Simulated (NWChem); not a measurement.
System meant: CaCl cation; SMILES [Ca+][Cl]

The following NWChem deck was run.

```
start job
memory heap 200 mb stack 700 mb global 900 mb
charge 1
geometry units angstroms noautoz
  Ca     0.000000     0.000000    -1.066999
  Cl     0.000000     0.000000     1.254497
end
basis spherical
  Ca library def2-svp
  Cl library def2-svp
end
dft
  odft
  mult 2
  xc xpbe96 cpbe96
  iterations 150
  mulliken
end
task dft energy
```

End of the output:

```
 ==============================================================================
                                internuclear distances
 ------------------------------------------------------------------------------
       center one      |      center two      | atomic units |  angstroms
 ------------------------------------------------------------------------------
    2 Cl               |   1 Ca               |     4.38699  |     2.32150
 ------------------------------------------------------------------------------
                         number of included internuclear distances:          1
 ==============================================================================

 Summary of "ao basis" -> "" (spherical)
 ------------------------------------------------------------------------------
       Tag                 Description            Shells   Functions and Types
 ---------------- ------------------------------  ------  ---------------------
 Ca                         def2-svp                10       24   5s3p2d
 Cl                         def2-svp                 8       18   4s3p1d

  pbe96 is a nonlocal functional; adding pw91lda local functional.

                                 NWChem DFT Module
                                 -----------------

 Summary of "ao basis" -> "ao basis" (spherical)
 ------------------------------------------------------------------------------
       Tag                 Description            Shells   Functions and Types
 ---------------- ------------------------------  ------  ---------------------
 Ca                         def2-svp                10       24   5s3p2d
 Cl                         def2-svp                 8       18   4s3p1d

      Symmetry analysis of basis
      --------------------------

        a1         18
        a2          0
        b1          3
        b2          3
        e          18

  number of electrons :                   36
  multiplicity        :                    2
 ------------------------------------------------------------------------
  no. of electrons and multiplicity not compatible                  36
 ------------------------------------------------------------------------
 ------------------------------------------------------------------------
  current input line :
    19: task dft energy
 ------------------------------------------------------------------------
 ------------------------------------------------------------------------
 There is an error in the input file
 ------------------------------------------------------------------------
 For more information see the NWChem manual at https://nwchemgit.github.io

0: no. of electrons and multiplicity not compatible:Received an Error in Communication
```

### Question
Can this run be used? If not, why, and what is the fix?

### Answer
The program refused the input. Cause: the multiplicity doesn't fit the number of electrons (an even count wants an odd multiplicity, and the reverse). This input runs:
```
start job
memory heap 200 mb stack 700 mb global 900 mb
charge 1
geometry units angstroms noautoz
  Ca     0.000000     0.000000    -1.066999
  Cl     0.000000     0.000000     1.254497
end
basis spherical
  Ca library def2-svp
  Cl library def2-svp
end
dft
  xc xpbe96 cpbe96
  iterations 150
  mulliken
end
task dft energy
```
It converges to -1136.98874 Ha (PBE/def2-SVP).
